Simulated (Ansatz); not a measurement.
Relaxation of H7N3Si (11 atoms, charge 0, multiplicity 1), to a largest force component of 0.015 eV/Å in at most 40 steps.

All numbers below come from Ansatz, RKS PBE0/cc-pVDZ.

```xyz
11
Properties=species:S:1:pos:R:3:forces:R:3
N -1.101 0.735 -0.263 -7.66 3.30 0.97
Si 0.431 0.347 -0.028 2.61 -1.70 1.44
N 0.608 -0.687 -1.297 3.91 -4.78 -0.20
N 1.192 1.697 -0.603 0.97 3.15 -3.32
H -1.180 1.598 -0.883 -0.11 -1.67 0.95
H -1.502 1.104 0.627 -0.29 -0.46 -0.75
H 0.858 -0.105 1.321 0.00 -0.11 0.10
H 1.662 -0.884 -1.351 -1.79 0.01 -0.38
H 0.389 -0.238 -2.138 -0.59 0.79 -1.82
H 1.224 2.377 0.091 0.51 2.22 1.66
H 0.423 2.097 -1.280 2.43 -0.74 1.35
```

Where does it end, and by what steps?

It converged. After 17 steps the energy has fallen by 2.598 eV; H9 moved furthest, 1.17 Å.

```
step  energy less start (eV)  largest force component (eV/Å)  accepted
   0                  0.0000                           7.655       yes
   1                 -1.6953                           3.066       yes
   2                 -2.2129                           0.450       yes
   3                 -2.3163                           0.321       yes
   4                 -2.3982                           0.248       yes
   5                 -2.4354                           0.464       yes
   6                 -2.4909                           0.235       yes
   7                 -2.4661                           1.529        no
   8                 -2.5046                           0.192       yes
   9                 -2.5208                           0.112       yes
  10                 -2.5341                           0.450       yes
  11                 -2.5830                           0.288       yes
  12                 -2.5669                           0.755        no
  13                 -2.5937                           0.209       yes
  14                 -2.5976                           0.017       yes
  15                 -2.5977                           0.022       yes
  16                 -2.5977                           0.007        no
  17                 -2.5977                           0.002       yes
```

```xyz
11
Properties=species:S:1:pos:R:3
N -1.359 0.706 -0.159
Si 0.381 0.547 -0.195
N 0.672 -0.434 -1.602
N 1.464 1.901 -0.409
H -1.803 1.144 -0.963
H -1.762 1.085 0.694
H 0.721 0.029 1.175
H 1.644 -0.635 -1.818
H 0.118 -1.281 -1.682
H 1.595 2.508 0.396
H 1.336 2.472 -1.241
```

The run took 30 s on 2 threads of AMD EPYC 7R13 Processor (Zen 3), on a shared host, peak memory 0.23 GiB.
